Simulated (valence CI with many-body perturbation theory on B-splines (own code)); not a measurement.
Values are calculated unless marked as measured or tabulated.
# Level structure of Ho LIII

Level of theory: relativistic CI+MBPT: five valence electrons over a frozen Dirac-Fock core [Ne], radial functions for each j: 9 s, 9 p, 8 d, 6 f, 3 g, 1 h, with the one-electron correlation potential Σ1 (screened to all orders), the two-electron term Σ2, the three-electron term Σ3, Breit, model QED; selected single and double excitations, second order for the rest (own B-spline code, finite nucleus).

No measured spectrum was set against this ion. As an estimate, large intervals hold to a few tenths of a per cent, small ones and those within an open d or f shell to about a per cent. Among the levels kept, up to 600 cm⁻¹ of a level comes from second order outside the variational space, and about a tenth of that is noise between levels of different J, which matters for small intervals.

Levels 46 to 54 of 54, with energies above the lowest level, (3s^2 3p1/2^2 3p3/2) J=3/2. "Leading %" is the weight of the configuration and term that name the level; weights of strongly mixed levels are sums over their largest components and can fall short. In the jj column 3d3/2^4 stands for four electrons in 3d with j = 3/2.

```tsv
No.	Configuration	Term	J	E (eV)	Leading %	g	Second component	Leading jj
46	3s²3p²3d	²F	7/2	657.38	47	1.108	24 % 3s²3p²3d ²G	3s^2 3p3/2^2 3d3/2 (96 %)
47	3s3p³3d	²P°	3/2	657.95	17	1.307	12 % 3s3p³3d ⁴P°	3s 3p1/2^2 3p3/2 3d5/2 (76 %)
48	3s²3p3d²	⁴D°	1/2	659.01	39	0.635	35 % 3s²3p3d² ²P°	3s^2 3p1/2 3d3/2^2 (86 %)
49	3s²3p²3d	⁴P	3/2	659.87	23	1.186	21 % 3s²3p²3d ²D	3s^2 3p3/2^2 3d3/2 (76 %)
50	3s²3p²3d	⁴P	1/2	661.01	38	1.621	20 % 3s²3p²3d ²P	3s^2 3p3/2^2 3d3/2 (78 %)
51	3s²3p3d²	⁴F°	3/2	662.85	30	0.814	24 % 3s²3p3d² ²D°	3s^2 3p1/2 3d3/2^2 (75 %)
52	3s²3p3d²	⁴G°	7/2	675.72	56	1.023	13 % 3s²3p3d² ⁴F°	3s^2 3p1/2 3d3/2 3d5/2 (94 %)
53	3s²3p²3d	²D	3/2	676.35	67	0.842	9 % 3s²3p²3d ⁴F	3s^2 3p3/2^2 3d3/2 (89 %)
54	3s²3p3d²	²D°	5/2	679.15	24	1.070	19 % 3s²3p3d² ⁴D°	3s^2 3p1/2 3d3/2 3d5/2 (93 %)
```
